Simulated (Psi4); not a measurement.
Calculation: SAPT0/jun-cc-pVDZ, frozen core (Psi4).

Psi4 input:

```
molecule {
0 1
C 1.24134969 0.34689038 0.08181101
C 0.03024946 -0.40556323 -0.46336610
C -1.26379248 -0.04592447 0.26204898
H 2.15562832 0.07529377 -0.44920698
H 1.39376992 0.12849977 1.14174910
H 1.10763354 1.42721943 -0.01511513
H -0.07982525 -0.19345200 -1.53101368
H 0.20485763 -1.48268217 -0.38396392
H -2.11707432 -0.59292994 -0.14335108
H -1.47917616 1.02181724 0.17297020
H -1.19362036 -0.27916878 1.32743761
--
-1 1
Br -0.61672891 3.82955345 -0.15304075
units angstrom
symmetry c1
no_reorient
no_com
}
set basis jun-cc-pvdz
set scf_type df
set freeze_core true
energy('sapt0')
```

Part of the output:

```
    SAPT Results
  --------------------------------------------------------------------------------------------------------
    Electrostatics                 -5.93185556 [mEh]      -3.72229556 [kcal/mol]     -15.57408464 [kJ/mol]
      Elst10,r                     -5.93185556 [mEh]      -3.72229556 [kcal/mol]     -15.57408464 [kJ/mol]

    Exchange                       10.92593624 [mEh]       6.85612850 [kcal/mol]      28.68604163 [kJ/mol]
      Exch10                       10.92593624 [mEh]       6.85612850 [kcal/mol]      28.68604163 [kJ/mol]
      Exch10(S^2)                  10.84271010 [mEh]       6.80390331 [kcal/mol]      28.46753145 [kJ/mol]

    Induction                      -6.50055241 [mEh]      -4.07915822 [kcal/mol]     -17.06719800 [kJ/mol]
      Ind20,r                     -10.67074663 [mEh]      -6.69599460 [kcal/mol]     -28.01604141 [kJ/mol]
      Exch-Ind20,r                  5.40887369 [mEh]       3.39411949 [kcal/mol]      14.20099593 [kJ/mol]
      delta HF,r (2)               -1.23867948 [mEh]      -0.77728311 [kcal/mol]      -3.25215252 [kJ/mol]

    Dispersion                     -3.75555464 [mEh]      -2.35664611 [kcal/mol]      -9.86020734 [kJ/mol]
      Disp20                       -4.97327162 [mEh]      -3.12077506 [kcal/mol]     -13.05732285 [kJ/mol]
      Exch-Disp20                   1.21771699 [mEh]       0.76412895 [kcal/mol]       3.19711551 [kJ/mol]
      Disp20 (SS)                  -2.48663581 [mEh]      -1.56038753 [kcal/mol]      -6.52866142 [kJ/mol]
      Disp20 (OS)                  -2.48663581 [mEh]      -1.56038753 [kcal/mol]      -6.52866142 [kJ/mol]
      Exch-Disp20 (SS)              0.67462626 [mEh]       0.42333437 [kcal/mol]       1.77123101 [kJ/mol]
      Exch-Disp20 (OS)              0.54309073 [mEh]       0.34079458 [kcal/mol]       1.42588451 [kJ/mol]

  Total HF                         -1.50647174 [mEh]      -0.94532529 [kcal/mol]      -3.95524100 [kJ/mol]
  Total SAPT0                      -5.26202637 [mEh]      -3.30197140 [kcal/mol]     -13.81544834 [kJ/mol]
```
